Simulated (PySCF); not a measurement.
A structure optimised at PBE-D3(BJ)/def2-SVP, used in a PySCF frequency run:

```xyz
8

C     -1.2751    -2.1164     0.0000
Si    -0.8849    -0.2927     0.0000
Cl    -1.7047     0.6068     1.6789
Cl    -1.7047     0.6068    -1.6789
I      1.5484     0.0682     0.0000
H     -0.8466    -2.5947     0.9026
H     -0.8466    -2.5947    -0.9026
H     -2.3746    -2.2581     0.0000
```

Write its SMILES, formula and point group.

C[Si](Cl)(Cl)I, CH3Cl2ISi, Cs

What are its rotational constants (standard atomic weights)?

1.6716, 0.77035, 0.66790 GHz
